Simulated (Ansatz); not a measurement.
Be(Br)(Et) (C2H5BeBr), SMILES C[CH2][Be][Br].

The structure is a stationary point at B3LYP-D3(BJ)/def2-SVP. The structure was generated by enumeration; whether it is a known compound was not checked. The values are those of a single conformer.

Two levels are set side by side: PBE/def2-SVPD (Ansatz, an electronic-structure program) and PBE0/def2-SVPD (Ansatz). Energy differences of separate SCF runs at the same geometry; the states with an electron removed or added have multiplicity 2 and 2. Differences are taken from unrounded values.

| quantity | PBE0 | PBE | PBE minus PBE0 |
|---|---|---|---|
| vertical ionisation energy (eV) | 10.40 | 9.98 | -0.42 |
| vertical singlet–triplet gap (eV) | 6.03 | 5.61 | -0.42 |
